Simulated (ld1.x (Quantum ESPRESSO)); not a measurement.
**Scattering properties, PAW potential for Li (Z = 3)**

* Element: Li
* Generator: ld1.x (Quantum ESPRESSO) 7.5
* Type: PAW
* Functional: PBE
* Relativity: non-relativistic
* Frozen core: none
* Valence charge: 3
* Reference configuration: 1s2 2s0 2p0 (charge +1)
* Partial waves: 1s (bound): rcut 1.05, rcutus 1.15 bohr; 2s (bound, empty): rcut 1.05, rcutus 1.15 bohr; 2p (bound, empty): rcut 3.25, rcutus 4.35 bohr; 2p channel at 3.4 Ry: rcut 3.25, rcutus 4.35 bohr
* Local potential: all-electron potential smoothed inside 4.98 bohr (lloc = -1)
* Core correction: none
* Augmentation charge: BESSEL, radius 1.05 bohr

The phase is arctan(r·u′/u) with u = r·R(r), unwrapped; energies in Ry, scanned from -6 to 5 Ry. A pole is an energy at which the radial function vanishes at the test radius. The pseudo phase is shifted by a multiple of π to meet the all-electron one at the reference energy, and phase errors are pseudo minus all-electron; the curves can meet again beyond the range given. Levels narrower than the energy grid can be missing from the lists of poles.

Task: For each channel, where are the poles, and over which energies does the pseudopotential scatter like the atom?

Result:

| channel | radius (bohr) | reference energy (Ry) | poles, all-electron | poles, pseudo | unbroken range about the reference energy with phases within 0.05 rad | phase error 1 Ry above the reference energy (rad) |
| --- | --- | --- | --- | --- | --- | --- |
| s | 5.38 | -0.50 | -0.42, 0.90, 3.02 | -0.42, 1.28, 4.30 | below -0.1 | +0.210 |
| p | 5.38 | -0.35 | -0.26, 0.86, 2.72 | -0.25, 1.84, 3.09 | below -0.1 | +0.545 |

Phases in the p channel:

```csv
E (Ry),all-electron,pseudo
-6.00,1.493,1.493
-5.74,1.491,1.491
-5.48,1.489,1.489
-5.22,1.487,1.487
-4.96,1.485,1.485
-4.70,1.482,1.482
-4.44,1.480,1.480
-4.18,1.476,1.476
-3.92,1.473,1.473
-3.66,1.469,1.470
-3.40,1.465,1.465
-3.14,1.460,1.461
-2.88,1.455,1.455
-2.62,1.449,1.449
-2.36,1.441,1.442
-2.10,1.432,1.433
-1.84,1.421,1.421
-1.58,1.406,1.407
-1.32,1.385,1.387
-1.06,1.355,1.358
-0.80,1.298,1.304
-0.54,1.114,1.132
-0.28,-1.505,-1.492
-0.02,-1.927,-1.817
0.24,-3.331,-2.106
0.50,-4.489,-3.291
0.76,-4.671,-4.306
1.02,-4.766,-4.529
1.28,-4.869,-4.619
1.54,-5.149,-4.671
1.80,-7.176,-4.707
2.06,-7.671,-4.738
2.32,-7.777,-4.769
2.58,-7.831,-4.812
2.84,-7.871,-4.980
3.10,-7.911,-7.864
3.36,-7.967,-7.966
3.62,-8.087,-8.061
3.88,-8.893,-8.282
4.14,-10.677,-9.459
4.40,-10.862,-10.578
4.66,-10.925,-10.784
4.92,-10.960,-10.863
```
